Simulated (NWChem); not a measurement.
System: CH3IZn; SMILES [CH3][Zn][I]

Parts of the log:

```
             Northwest Computational Chemistry Package (NWChem) 7.3.0
             --------------------------------------------------------

                             Geometry "geometry" -> ""
                             -------------------------

 Output coordinates in angstroms (scale by  1.889725989 to convert to a.u.)

  No.       Tag          Charge          X              Y              Z
 ---- ---------------- ---------- -------------- -------------- --------------
    1 Zn                  30.0000    -0.02792900    -1.26003600    -0.00078400
    2 I                   53.0000     0.03637300     1.18478800     0.00057900
    3 C                    6.0000    -0.08090200    -3.19762300    -0.00043800
    4 H                    1.0000    -0.21222600    -3.58210400    -1.02354900
    5 H                    1.0000    -0.91696600    -3.56246100     0.61575600
    6 H                    1.0000     0.85440800    -3.61157600     0.40659700

 Effective nuclear repulsion energy (a.u.)     477.0573125979

                                 NWChem DFT Module
                                 -----------------

 Summary of "ao basis" -> "ao basis" (spherical)
 ------------------------------------------------------------------------------
       Tag                 Description            Shells   Functions and Types
 ---------------- ------------------------------  ------  ---------------------
 Zn                        def2-svpd                12       34   5s4p2d1f
 I                         def2-svpd                13       35   5s5p3d
 C                         def2-svpd                 8       20   4s2p2d
 H                         def2-svpd                 4        8   2s2p

            General Information
            -------------------
          SCF calculation type: DFT
          Wavefunction type:  closed shell.
          No. of atoms     :     6
          No. of electrons :    64
           Alpha electrons :    32
            Beta electrons :    32
          Charge           :     0
          Spin multiplicity:     1
          Use of symmetry is: off; symmetry adaption is: off
          Maximum number of iterations: 150
          AO basis - number of functions:   113
                     number of shells:    45
          Convergence on energy requested:  1.00D-06
          Convergence on density requested:  1.00D-05
          Convergence on gradient requested:  5.00D-04

              XC Information
              --------------
                     Hartree-Fock (Exact) Exchange  1.000
                   CAM-Becke88 Exchange Functional  1.000
                      VWN V Correlation Functional  0.190 local
              Lee-Yang-Parr Correlation Functional  0.810

           Range-Separation Parameters
           ---------------------------
           Alpha           :  0.19
           Beta            :  0.46
           Gamma           :  0.33
           Short-Range HF  :     F

             Grid Information
             ----------------
          Grid used for XC integration:  medium
          Radial quadrature: Mura-Knowles
          Angular quadrature: Lebedev.
          Tag              B.-S. Rad. Rad. Pts. Rad. Cut. Ang. Pts.
          ---              ---------- --------- --------- ---------
          Zn                  1.35      112          13.0       590
          I                   1.40      123          13.0       590
          C                   0.70       49          15.0       434
          H                   0.35       45          15.0       434
          Grid pruning is: on
          Number of quadrature shells:   419
          Spatial weights used:  Erf1

      Superposition of Atomic Density Guess
      -------------------------------------

 Sum of atomic energies:       -2163.81115379

      Non-variational initial energy
      ------------------------------

 Total energy =   -2114.262854
 1-e energy   =   -3583.725819
 2-e energy   =    1203.543248
 HOMO         =      -0.336835
 LUMO         =      -0.016894

   convergence    iter        energy       DeltaE   RMS-Dens  Diis-err
 ---------------- ----- ----------------- --------- --------- ---------
 d= 0,ls=0.0,diis     1  -2116.8395504744 -2.38D+03  1.23D-02  2.33D-01
 d= 0,ls=0.0,diis     2  -2116.8684695384 -2.89D-02  2.87D-03  5.50D-02
 d= 0,ls=0.0,diis     3  -2116.8758413561 -7.37D-03  1.13D-03  5.70D-03
 d= 0,ls=0.0,diis     4  -2116.8766567194 -8.15D-04  2.07D-04  7.43D-04
 d= 0,ls=0.0,diis     5  -2116.8767209324 -6.42D-05  1.14D-04  6.49D-05
  Resetting Diis
 d= 0,ls=0.0,diis     6  -2116.8767252429 -4.31D-06  2.28D-05  6.79D-06
 d= 0,ls=0.0,diis     7  -2116.8767260814 -8.39D-07  8.87D-06  2.39D-07

         Total DFT energy =    -2116.876726081374
      One electron energy =    -3582.606060616949
           Coulomb energy =     1299.781223840071
    Exchange-Corr. energy =      -99.971607011964
 Nuclear repulsion energy =      265.919717707468

 Numeric. integr. density =       64.000002838797

                       DFT Final Molecular Orbital Analysis
                       ------------------------------------

[...]

 DFT Linear Response polarizability / au
 Frequency  =       0.0000000 / au
              X              Y              Z
 -----------------------------------------------
 X      59.9210716      1.1855094      0.0003333
 Y       1.1855150    104.2633960      0.0125967
 Z       0.0003335      0.0126009     59.8895482
 -----------------------------------------------
 Eigenvalues =      59.8893991    104.2950720     59.8895447
 Isotropic   =      74.6913386
 Anisotropic =      44.4056001
 -----------------------------------------------

 Magnetic Dipole Response Matrix (nonzero elements):

 Exiting AOResponse driver routine
```

Level: CAM-B3LYP/def2-SVPD with def2 effective core potentials on I. Structure relaxed at the PBE0/def2-SVP level. Not confirmed as a minimum by frequencies. def2 effective core potentials on I; no spin-orbit coupling.

Which NWChem input produces such a log?

One answer among several that fit: the input that was run:
```
start job
memory heap 200 mb stack 900 mb global 1100 mb
geometry units angstroms noautosym nocenter noautoz
  Zn    -0.027929    -1.260036    -0.000784
  I      0.036373     1.184788     0.000579
  C     -0.080902    -3.197623    -0.000438
  H     -0.212226    -3.582104    -1.023549
  H     -0.916966    -3.562461     0.615756
  H      0.854408    -3.611576     0.406597
end
basis spherical
  * library def2-svpd
end
ecp
  I library def2-ecp
end
dft
  xc xcamb88 1.00 lyp 0.81 vwn_5 0.19 hfexch 1.00
  cam 0.33 cam_alpha 0.19 cam_beta 0.46
  iterations 150
end
property
  response 1 0.0
end
task dft property
```
